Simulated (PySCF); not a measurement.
SMILES C=C[Si](F)(C)F (C3H6F2Si), PBE0/def2-SVP optimised geometry. Atoms within 1.6 Å of the plane z = 0.6 Å (x, y, z in Å): C1 (-1.28, 0.61, 1.03), C2 (-0.59, 0.10, 0.00), Si3 (0.03, -1.64, 0.00), F5 (1.65, -1.64, 0.00), F6 (-0.42, -2.31, 1.41), H7 (-1.50, 0.01, 1.92), H8 (-1.65, 1.64, 1.03), H9 (-0.39, 0.75, -0.87).

Computed with PBE0/def2-TZVP (PySCF).

Map of the deformation density (molecule minus spherical neutral atoms) (e/bohr³) on the plane z = 0.6 Å:

```
|1111111111111111111111111111111|
|1111111111111111111111111111111|
|1111111111111111111111111111111|
|1111111111111111111111111111111|
|1111111111111111111111111111111|
|1111111111111111111111111111111|
|1111111111111111111111111111111|
|1111111111111111111111111111111|
|1111111111111111111111111111111|
|1111111123211111111111111111111|
|1111111124311111111111111111111|
|1111111123211111111111111111111|
|1111111111344321111111111111111|
|1111111101699531111111111111111|
|1111111112699621111111111111111|
|1111111112355321111111111111111|
|1111111111222222111111111111111|
|1111111111111222111111111111111|
|1111111111111222101111111111111|
|1111111111111111001122211111111|
|1111111111110000001222211111111|
|1111111111111111001222211111111|
|1111111111111222101222211111111|
|1111111111112332101122211111111|
|1111111111112232101111111111111|
|1111111111111221111111111111111|
|1111111111111111111111111111111|
|1111111111111111111111111111111|
|1111111111111111111111111111111|
|1111111111111111111111111111111|
|1111111111111111111111111111111|
```
Scale: ten equal steps from -0.023 (start of '0') to 0.103 (end of '9'), in the order '0123456789'; x runs from -4.00 to 4.00, y from -4.00 (bottom) to 4.00 (top).
